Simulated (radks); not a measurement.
Charge is removed step by step from the 4s down level of the strontium ion Sr+, starting from [Ar] 3d10 4s(up 1, down 1) 4p6 5s1. Method: scalar-relativistic Kohn-Sham, r2SCAN, spin-polarised, spherical densities, finite nucleus; open shells are filled with parallel spins first (spin-orbit coupling, left out, can overturn this in heavy ions); meta-GGA in the generalised Kohn-Sham scheme; Fermi nuclear charge, rms radius 4.224 fm; computed with a radial shooting solver on a logarithmic mesh with Libxc functionals.

removed (e)  E - E(0) (eV)  eigenvalue (eV)  E minus straight line (eV)
0                    0.000          -48.491                       0.000
0.1                  4.911          -49.749                      -0.577
0.2                  9.948          -51.016                      -1.028
0.3                 15.112          -52.291                      -1.351
0.4                 20.404          -53.574                      -1.547
0.5                 25.824          -54.864                      -1.614
0.6                 31.374          -56.159                      -1.552
0.7                 37.054          -57.460                      -1.359
0.8                 42.864          -58.766                      -1.037
0.9                 48.804          -60.075                      -0.584
1                   54.876          -61.387                       0.000

Removing the whole electron costs 54.876 eV by Delta-SCF, against 48.491 eV from minus the eigenvalue at the starting occupation. Slater's transition state (half an electron removed) gives 54.864 eV. Integrating minus the eigenvalue over the occupation (Janak's theorem) gives 54.889 eV. In this scalar-relativistic scheme the density is built from large components alone, so the theorem holds only approximately. The mean slope of the eigenvalue, de/dn, is 12.9 eV per electron.
